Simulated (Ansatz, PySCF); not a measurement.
Gas-phase reaction in SMILES: F[SiH2]Cl [chloro(fluoro)silane] + 2 [H][H] (H2) → Cl (HCl) + F (HF) + [SiH4] (SiH4)
Geometries: B3LYP-D3(BJ)/def2-TZVP minima from Ansatz (a quantum-chemistry and plane-wave program).

Quantity: energy of full hydrogenation (electronic energy difference), in kJ/mol. Valence correlation only, unless marked. No spin-orbit coupling. Non-relativistic. CBS(X,Y): correlation extrapolated as X^-3; Hartree-Fock from the larger set. [CCSD(T)-MP2]/basis is that difference in the basis named.

```
level                                                                 program  energy of full hydrogenation (kJ/mol)  minus last row
-------------------------------------------------------------  --------------  -------------------------------------  --------------
HF/STO-3G                                                              Ansatz                                  180.1           -16.7
TPSS-D4/def2-TZVPD                                              PySCF + dftd4                                  200.3             3.5
PW6B95/def2-TZVPD                                                       PySCF                                  190.3            -6.5
HSE06-D4/def2-TZVPD                                            Ansatz + dftd4                                  180.6           -16.2
MP2/cc-pV(D+d)Z                                                        Ansatz                                  165.1           -31.7
RI-MP2/CBS(cc-pV(T+d)Z,cc-pV(Q+d)Z)+[CCSD(T)-MP2]/cc-pV(T+d)Z          Ansatz                                  192.4            -4.4
CCSD(T)/CBS(cc-pV(T+d)Z,cc-pV(Q+d)Z)                                   Ansatz                                  196.8             0.0
```
